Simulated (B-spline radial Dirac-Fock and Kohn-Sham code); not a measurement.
X-ray form factors of phosphorus in several charge states

Method: Dirac-Fock densities. Computed with a radial B-spline solver.

Configurations: P [Ne] 3s2 3p3; P⁺ [Ne] 3s2 3p2; P⁷⁺ [He] 2s2 2p4; P⁸⁺ [He] 2s2 2p3; P⁹⁺ [He] 2s2 2p2. The first column is f₀ of P, the others are differences from it.

```
s (Å⁻¹)       P    Δ P⁺   Δ P⁷⁺   Δ P⁸⁺   Δ P⁹⁺
      0  15.000  -1.000  -7.000  -8.000  -9.000
   0.05  14.458  -0.830  -6.486  -7.480  -8.475
    0.1  13.138  -0.468  -5.250  -6.227  -7.207
   0.15  11.629  -0.159  -3.879  -4.827  -5.782
    0.2  10.326  +0.001  -2.762  -3.673  -4.594
   0.25   9.334  +0.049  -2.000  -2.864  -3.745
    0.3   8.599  +0.045  -1.532  -2.344  -3.178
   0.35   8.029  +0.027  -1.259  -2.013  -2.795
    0.4   7.547  +0.011  -1.097  -1.790  -2.517
   0.45   7.104   0.000  -0.989  -1.619  -2.289
    0.5   6.675  -0.005  -0.903  -1.471  -2.083
    0.6   5.830  -0.007  -0.743  -1.194  -1.693
    0.7   5.020  -0.006  -0.584  -0.929  -1.325
    0.8   4.284  -0.004  -0.436  -0.694  -1.000
    0.9   3.648  -0.003  -0.311  -0.499  -0.730
      1   3.122  -0.002  -0.214  -0.348  -0.519
    1.1   2.698  -0.002  -0.142  -0.236  -0.360
    1.2   2.364  -0.002  -0.091  -0.155  -0.244
    1.4   1.903  -0.001  -0.031  -0.060  -0.102
    1.6   1.626  -0.001  -0.005  -0.015  -0.031
```
